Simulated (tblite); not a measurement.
C2H12SSi3.
Z-matrix (Å and degrees, GFN2-xTB geometry), rows numbered from 1:
```
C 
S   1  1.8178
Si  2  2.1473  1   99.00
C   3  1.8869  2  108.25  1   178.98
Si  4  1.8999  3  110.34  2   170.67
Si  4  1.9096  3  112.89  2   -61.82
H   1  1.0856  2  109.69  3    59.88
H   1  1.0846  2  107.04  3   179.25
H   1  1.0855  2  109.48  3   -61.44
H   3  1.4644  2  106.97  1    56.85
H   3  1.4667  2  105.91  1   -58.79
H   4  1.0938  3  107.03  2    54.78
H   5  1.4650  4  109.66  3   -57.17
H   5  1.4632  4  109.62  3    61.96
H   5  1.4635  4  110.14  3  -177.03
H   6  1.4662  4  108.61  3   178.79
H   6  1.4656  4  109.10  3   -62.36
H   6  1.4615  4  110.66  3    58.76
```

Computed with GFN2-xTB (tblite): harmonic, unscaled wavenumbers at the GFN2-xTB geometry, gas phase. This tight-binding method is rough: wavenumbers can miss measured ones by several per cent, in bad cases by 10 to 20. Modes of hydrogen on silicon can be 10 to 20 % off. One conformer, not necessarily the lowest.

Harmonic wavenumbers (cm⁻¹): 34.8, 44.2, 84.0, 112.8, 118.2, 124.4, 148.2, 171.8, 206.5, 229.2, 448.6, 480.6, 503.1, 514.0, 522.2, 539.1, 575.9, 664.9, 703.6, 729.0, 772.5, 776.9, 784.1, 788.6, 790.8, 805.9, 812.8, 835.3, 856.6, 948.3, 957.8, 1062.0, 1075.4, 1322.3, 1456.2, 1461.2, 2213.2, 2234.5, 2237.6, 2250.8, 2252.5, 2264.3, 2268.1, 2282.4, 2920.0, 3028.1, 3031.6, 3060.4.

A = 2428, B = 761.9, C = 616.8 MHz; mass 151.997 u (most abundant isotopes); point group C1, symmetry number 1.

Problem. What is the zero-point energy?

Solution. Half the sum of the wavenumbers: 26253 cm⁻¹ = 314.05 kJ/mol.

Problem. Entropy at 400 K, 1 bar (ideal gas, RRHO, classical rotation)?

Solution. Translation 177.62, rotation 129.28, vibration 221.71: S = 528.6 J/(mol K).

Problem. And Cp and H(400 K) − H(0)?

Solution. Cp = 230.71 J/(mol K), of which vibrations give 197.45 (their classical limit is 48 R = 399.1); H(400 K) − H(0) = 56.79 kJ/mol without the zero-point energy, 43.49 from vibrations.

Problem. How do the functions run with temperature in this model?

Solution. 
```json
{"T (K)": "50", "S (J/(mol K))": "261.0", "Cp (J/(mol K))": "68.6", "H − H(0) (kJ/mol)": "2.41", "G − H(0) (kJ/mol)": "-10.64", "ln q(vib)": "1.01"}
{"T (K)": "100", "S (J/(mol K))": "318.4", "Cp (J/(mol K))": "97.5", "H − H(0) (kJ/mol)": "6.63", "G − H(0) (kJ/mol)": "-25.21", "ln q(vib)": "2.95"}
{"T (K)": "298.15", "S (J/(mol K))": "466.6", "Cp (J/(mol K))": "191.6", "H − H(0) (kJ/mol)": "35.19", "G − H(0) (kJ/mol)": "-103.91", "ln q(vib)": "10.18"}
{"T (K)": "373.15", "S (J/(mol K))": "512.9", "Cp (J/(mol K))": "221.4", "H − H(0) (kJ/mol)": "50.72", "G − H(0) (kJ/mol)": "-140.66", "ln q(vib)": "12.71"}
{"T (K)": "500", "S (J/(mol K))": "583.4", "Cp (J/(mol K))": "260.1", "H − H(0) (kJ/mol)": "81.39", "G − H(0) (kJ/mol)": "-210.29", "ln q(vib)": "16.78"}
{"T (K)": "750", "S (J/(mol K))": "699.4", "Cp (J/(mol K))": "311.8", "H − H(0) (kJ/mol)": "153.36", "G − H(0) (kJ/mol)": "-371.18", "ln q(vib)": "24.10"}
{"T (K)": "1000", "S (J/(mol K))": "794.0", "Cp (J/(mol K))": "345.6", "H − H(0) (kJ/mol)": "235.82", "G − H(0) (kJ/mol)": "-558.23", "ln q(vib)": "30.56"}
```

q(vib) and H(0) count from the zero-point level.

Problem. What must be added to the electronic energy to get the Gibbs energy at 400 K and 1 bar?

Solution. ZPE + [H(400 K) − H(0)] − T·S = 314.05 + 56.79 − 211.44 = 159.40 kJ/mol.

Problem. Blend soft modes into free rotors: weight 1/[1 + (100 cm⁻¹/ν̃)⁴] for the oscillator and the rest for a rotor with moment μB/(μ + B), μ = h/(8π²ν), B = 10⁻⁴⁴ kg m². What vibrational entropy results?

Solution. 200.42 J/(mol K) in place of 221.71, which changes −T·S at 400 K by +8.52 kJ/mol.

Problem. Which modes carry the vibrational entropy at 400 K?

Solution. 34.8 cm⁻¹: 25.60; 44.2 cm⁻¹: 23.61; 84.0 cm⁻¹: 18.30; 112.8 cm⁻¹: 15.87; 118.2 cm⁻¹: 15.49; 124.4 cm⁻¹: 15.07 J/(mol K); the other 42 give 107.77 together.

Hindered rotation and anharmonicity are outside this model. Other conformers, if any are populated, would add a mixing term that is left out. The structure is chiral; the term R ln 2 for an equal mix with its mirror image is left out.

The run took 1.4 s of wall time on one thread of an Arm Neoverse N1, on a shared host. This covers the Hessian and the dipole derivatives.
